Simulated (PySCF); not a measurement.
InCl2(tBu), C₄H₉Cl₂In.
SMILES: `C[C]([In]([Cl])[Cl])(C)C`

Method used: PySCF, TDDFT wB97X-D/def2-SVPD, vertical, gas phase, core orbitals frozen in the response, def2 core potentials past Kr. Isolated species at its PBE0-D3(BJ)/def2-SVP geometry, gas phase. Spin–orbit coupling is left out.

Q: Predict the UV-vis stick spectrum at this level.

A: 

| state | E (eV) | λ (nm) | f | main configurations (H = HOMO, L = LUMO) |
| --- | --- | --- | --- | --- |
| S1 | 5.16 | 240.2 | 0.021 | H→L+1 (91%) |
| S2 | 5.42 | 228.9 | 0.407 | H→L (86%) |
| S3 | 5.78 | 214.6 | 0.025 | H-1→L (92%) |
| S4 | 5.88 | 211.0 | 0.0005 | H-2→L (94%) |
| S5 | 6.12 | 202.7 | 0.0003 | H-1→L+1 (98%) |
| S6 | 6.23 | 198.9 | 0.038 | H-4→L (89%) |
| S7 | 6.25 | 198.5 | 0.027 | H-3→L (87%) |
| S8 | 6.43 | 192.9 | 0.0049 | H-2→L+1 (81%), H-5→L (14%) |
| S9 | 6.62 | 187.3 | 0.0046 | H-3→L+1 (96%) |
| S10 | 6.87 | 180.3 | 0.091 | H-4→L+1 (91%) |

Triplets, Tamm–Dancoff:

```json
{"state": "T1", "E (eV)": "4.07", "λ (nm)": "304.6", "main configurations (H = HOMO, L = LUMO)": "H→L (93%)"}
{"state": "T2", "E (eV)": "4.85", "λ (nm)": "255.8", "main configurations (H = HOMO, L = LUMO)": "H→L+1 (98%)"}
{"state": "T3", "E (eV)": "5.42", "λ (nm)": "228.6", "main configurations (H = HOMO, L = LUMO)": "H-1→L (93%)"}
{"state": "T4", "E (eV)": "5.61", "λ (nm)": "221.1", "main configurations (H = HOMO, L = LUMO)": "H-2→L (92%)"}
```

The lowest singlet comes at 240 nm (498 kJ/mol) in the ultraviolet; it is weak; its leading configuration is HOMO→LUMO+1 (91%). The most intense listed level is S2 at 5.42 eV (229 nm, f = 0.407), 0.25 eV above S1. Löwdin shares by element: HOMO carbon 28% or more, chlorine 26%, indium 15% (atoms not listed hold the other 30%); LUMO indium 41%, chlorine 32%, carbon 17% or more. Of the 10 states listed, 6 reach f = 0.01 and 2 stay under 0.0005. The listed states span 1.71 eV, and the widest gap between neighbours is 0.36 eV (S2 to S3). Orbital energies (eV): HOMO-3 -11.01, HOMO-2 -10.67, HOMO-1 -10.50, HOMO -9.46, LUMO -0.33, LUMO+1 0.08, LUMO+2 1.60. All these states lie below the vertical ionisation energy of 9.50 eV (ΔSCF). Singlets were solved by full linear response, triplets in the Tamm–Dancoff approximation.
